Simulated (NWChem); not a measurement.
# C₃H₆BF; SMILES C=CB(C)F

All runs: NWChem. B3LYP is NWChem's, with the RPA form of VWN correlation. Each level has its own optimisation; frequencies are unscaled. Brackets give each atom's bonded neighbours. One conformer.

```tsv
level	r B–F (Å)	r B–C [B(CCF)–C(BHHH)] (Å)	r B–C [B(CCF)–C(BCH)] (Å)	r C–C (Å)	highest harmonic frequency (cm⁻¹)	lowest (cm⁻¹)	zero-point energy (kcal/mol)	dipole (D)
Hartree-Fock/3-21G	1.363	1.573	1.555	1.325	3385	71	58.2	2.12
B3LYP/3-21G	1.370	1.571	1.552	1.341	3221	79	54.9	1.66
PBE-D3(BJ)/def2-SVP	1.351	1.572	1.562	1.352	3147	62	52.2	1.51
```
